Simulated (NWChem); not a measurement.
System: PbH$_{2}$, singlet; SMILES [PbH2]

The following NWChem deck was run.

```
start job
memory heap 200 mb stack 900 mb global 1100 mb
geometry units angstroms noautosym nocenter noautoz
  Pb     0.000000     0.000000     0.068668
  H      1.309096     0.000000    -1.243294
  H     -1.309096     0.000000    -1.243294
end
basis spherical
  Pb library def2-svpd
  H library def2-svpd
end
ecp
  Pb library def2-ecp
end
dft
  xc pbe0
  iterations 150
end
property
  response 1 0.0428
end
task dft property
```

Low-valent species are run as closed-shell singlets; no triplet was tried in these runs. All runs use the structure optimised with PBE0/def2-SVP. def2 effective core potentials on Pb; no spin-orbit coupling.

Field at 1065 nm.

Give the results of this calculation. (PBE0/def2-SVPD with def2 effective core potentials on Pb.) Quantities: isotropic polarisability (bohr³); anisotropy (bohr³).


```json
{
 "isotropic polarisability (bohr³)": "51.9",
 "anisotropy (bohr³)": "21.9"
}
```
